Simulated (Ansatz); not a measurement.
Geometry optimisation, Ansatz 0.2.0, RKS PBE0-D4/def2-SVP.

Input:

```yaml
crystal:
  periodic: [false, false, false]
  atoms:
    - { symbol: Ga, position_ang: [-0.90951, 0.570853, 0.535288] }
    - { symbol: H, position_ang: [1.737797, 0.362362, 1.32412] }
    - { symbol: Cl, position_ang: [2.339393, -0.561791, 0.577408] }
    - { symbol: O, position_ang: [-1.793144, -0.184589, -0.831987] }
    - { symbol: H, position_ang: [-1.667135, -1.033534, -1.271129] }
basis:
  gaussian: { orbitals: def2-SVP }
hamiltonian:
  xc: pbe0
  dispersion: d4
relax:
  f_tol: 0.03
  max_steps: 50
output:
  orbitals: {}
```

Launched with:

```bash
$ ansatz run input.yaml --threads 1 --pin off --max-ram 2048MiB --backend cpu --events-out ev --progress --plain --runs-dir out
```

Question: Where does it end, and by what steps?

Answer: The forces met the threshold. The force dipped under the threshold on the way, but the program's further checks kept it going. After 11 steps the energy has fallen by 0.043 eV; Cl3 moved furthest, 0.38 Å.

```json
{"step": "0", "energy less start (eV)": "0.0000", "largest force component (eV/Å)": "0.796", "accepted": "yes"}
{"step": "1", "energy less start (eV)": "0.0373", "largest force component (eV/Å)": "1.559", "accepted": "no"}
{"step": "2", "energy less start (eV)": "0.3269", "largest force component (eV/Å)": "4.141", "accepted": "no"}
{"step": "3", "energy less start (eV)": "-0.0279", "largest force component (eV/Å)": "0.063", "accepted": "yes"}
{"step": "4", "energy less start (eV)": "-0.0302", "largest force component (eV/Å)": "0.339", "accepted": "yes"}
{"step": "5", "energy less start (eV)": "-0.0307", "largest force component (eV/Å)": "0.326", "accepted": "yes"}
{"step": "6", "energy less start (eV)": "-0.0337", "largest force component (eV/Å)": "0.167", "accepted": "yes"}
{"step": "7", "energy less start (eV)": "-0.0392", "largest force component (eV/Å)": "0.255", "accepted": "yes"}
{"step": "8", "energy less start (eV)": "-0.0358", "largest force component (eV/Å)": "0.450", "accepted": "no"}
{"step": "9", "energy less start (eV)": "-0.0429", "largest force component (eV/Å)": "0.008", "accepted": "yes"}
{"step": "10", "energy less start (eV)": "-0.0434", "largest force component (eV/Å)": "0.026", "accepted": "yes"}
{"step": "11", "energy less start (eV)": "-0.0435", "largest force component (eV/Å)": "0.022", "accepted": "yes"}
```

```xyz
5
Properties=species:S:1:pos:R:3
Ga -1.124 0.732 0.527
H 2.064 0.318 1.389
Cl 1.972 -0.578 0.468
O -1.814 -0.311 -0.770
H -1.391 -1.008 -1.280
```

Whether the end is a true minimum wasn't checked by a vibrational analysis.

The run took 27 s on 1 thread of Arm Neoverse V2 (shared host), peak memory 0.14 GiB.
